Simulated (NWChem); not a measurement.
**BeF2 in NWChem**

```xyz
3

Be     0.0000     0.0000     0.0000
F      0.0000     0.0000     1.3865
F      0.0000     0.0000    -1.3865
```
Charge 0, spin multiplicity 1.

Everything below was run with NWChem. All single points use one geometry, from B3LYP/def2-SVP, a minimum by its harmonic frequencies.

Symmetry labels belong to the abelian group D2h used in the runs, with the axes of the coordinates shown; states degenerate in a higher group split over its labels.

The correlated methods keep 3 core orbitals frozen. The structure started from a generated list of species.

Task: List the 8 singlet excitations that EOM-CCSD/aug-cc-pVDZ, 3 core orbitals frozen gives, with oscillator strengths.

Result: 
| state | symmetry | energy (eV) | wavelength (nm) | f |
|---|---|---|---|---|
| 1 | b3g | 10.10 | 123 | 0.000 |
| 2 | b2g | 10.10 | 123 | 0.000 |
| 3 | b2u | 10.93 | 113 | 0.167 |
| 4 | b3u | 10.93 | 113 | 0.167 |
| 5 | au | 11.78 | 105 | 0.000 |
| 6 | b1u | 11.78 | 105 | 0.000 |
| 7 | b1g | 12.48 | 99 | 0.000 |
| 8 | ag | 12.48 | 99 | 0.000 |
These are the lowest roots of each symmetry, so higher states are missing between them.
